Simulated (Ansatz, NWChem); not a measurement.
## NWChem → Ansatz

NWChem 7.3.0 runs this on GeH3F (fluorogermane):

run.py:
```python
from ase import Atoms
from ase.calculators.nwchem import NWChem

system = Atoms(['F', 'Ge', 'H', 'H', 'H'], positions=[
    [-1.046500, 0.474300, 1.162200],
    [0.068200, -0.041600, -0.072800],
    [1.331000, -0.512000, 0.658600],
    [-0.627800, -1.178000, -0.831200],
    [0.325100, 1.183600, -0.958100],
])

calc = NWChem(
    label='a',
    theory='dft',
    memory='2200 mb',
    basis='aug-cc-pVDZ',
    basispar='spherical bse',
    dft={'xc': 'revpbe cpbe96', 'mult': '1', 'grid': 'xfine', 'convergence': 'energy 1e-08', 'iterations': '100', 'mulliken': None},
)
system.calc = calc

forces = system.get_forces()
print("Total energy (eV):", round(system.get_potential_energy(), 6))
print("forces (eV/A):")
for s, f in zip(system.symbols, forces):
    print(f"{s:2s} {f[0]:10.5f} {f[1]:10.5f} {f[2]:10.5f}")
print("dipole (e A):", system.get_dipole_moment().round(4))
```

```bash
$ export ASE_NWCHEM_COMMAND="nwchem PREFIX.nwi > PREFIX.nwo"
$ python run.py
```

The coordinates come from a PBE0-D4/def2-TZVP relaxation.

It gives a total energy of -2178.452946 Eh.

Q: How is this level of theory, on these atoms, set up in Ansatz 0.2.0 as an input file of the program's own, asking for the energy?

A: One way, which was run:

run.yaml:
```yaml
crystal:
  periodic: [false, false, false]
  atoms:
    - {symbol: F, position_ang: [-1.046500, 0.474300, 1.162200]}
    - {symbol: Ge, position_ang: [0.068200, -0.041600, -0.072800]}
    - {symbol: H, position_ang: [1.331000, -0.512000, 0.658600]}
    - {symbol: H, position_ang: [-0.627800, -1.178000, -0.831200]}
    - {symbol: H, position_ang: [0.325100, 1.183600, -0.958100]}
basis:
  gaussian:
    orbitals: aug-cc-pVDZ
hamiltonian:
  xc: {name: revPBE}
accuracy: high
output:
  orbitals: {seedname: orbitals}
```

```bash
$ ansatz run run.yaml --threads 1 --pin off --max-ram 3480MiB --events-out events.jsonl --progress --plain --runs-dir runs
```

Its energy is -2178.452946 Eh, 0.000 mEh from the first.
